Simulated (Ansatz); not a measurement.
C$_{6}$H$_{10}$O, triplet, geometry from GFN2-xTB (a higher spin typed on purpose: for a closed-shell molecule this is an excited state), with bond 17-7 at 1.25 times its length; Ansatz (a first-principles code) with HF/STO-3G.

Here is a job for Ansatz.
Ansatz 0.2 input:
```yaml
crystal:
  periodic: [false, false, false]
  atoms:
    - {symbol: O, position_ang: [2.36106128, 0.44277604, 0.25723720]}
    - {symbol: C, position_ang: [1.13365009, 0.20047069, -0.01331276]}
    - {symbol: C, position_ang: [0.09077164, 1.31333637, 0.22839384]}
    - {symbol: C, position_ang: [-1.17819378, 1.01003033, -0.54363085]}
    - {symbol: C, position_ang: [-1.77543362, -0.32572408, -0.11187780]}
    - {symbol: C, position_ang: [-0.74431059, -1.42919847, -0.32745964]}
    - {symbol: C, position_ang: [0.52779214, -1.14352997, 0.44612814]}
    - {symbol: H, position_ang: [-0.12591387, 1.40045300, 1.30206483]}
    - {symbol: H, position_ang: [0.55624689, 2.23831196, -0.11286847]}
    - {symbol: H, position_ang: [-1.89956956, 1.81101126, -0.36035552]}
    - {symbol: H, position_ang: [-0.96186879, 0.98739082, -1.61340380]}
    - {symbol: H, position_ang: [-2.67856603, -0.53728156, -0.68634433]}
    - {symbol: H, position_ang: [-2.04820434, -0.28058690, 0.94492597]}
    - {symbol: H, position_ang: [-1.15320435, -2.38494651, 0.01150188]}
    - {symbol: H, position_ang: [-0.51645648, -1.51665306, -1.39148850]}
    - {symbol: H, position_ang: [1.29184323, -1.89710476, 0.25362361]}
    - {symbol: H, position_ang: [0.26998665, -1.10800723, 1.79471939]}
basis:
  gaussian:
    orbitals: STO-3G
hamiltonian:
  xc: hf
magnetization: {spin_polarized: true, initial_magnetization: 2}
scf: {lower_state_search: standard}
```

Question: Write the output that Ansatz gives for this input, abridged.

Answer: 
```
Functional definition: HF
651 factors; integrals over basis functions are off by at most 5.3e-5 eV
mean field evaluation 1: about -8265.8051 eV, gradient 2.4e1 eV
mean field evaluation 2: about -8266.2927 eV, gradient 2.4e1 eV
mean field evaluation 4: about -8272.4220 eV, gradient 5.3e0 eV
mean field evaluation 8: about -8273.1300 eV, gradient 1.7e-1 eV
mean field evaluation 16: about -8272.3704 eV, gradient 2.7e0 eV
mean field evaluation 32: about -8272.5557 eV, gradient 1.4e0 eV
mean field -8273.12729708 eV, -304.0318204405 hartree, gradient 1.8e-5 eV, S^2 2.008531; 0 other end points of the search recorded, 0 dependent functions left out
reference -8273.12729708 eV, -304.0318204405 hartree; 28, 26 occupied and 17, 19 virtual orbitals, 651 factors
Total energy: -8273.12729708 eV, -304.0318204405 hartree
```
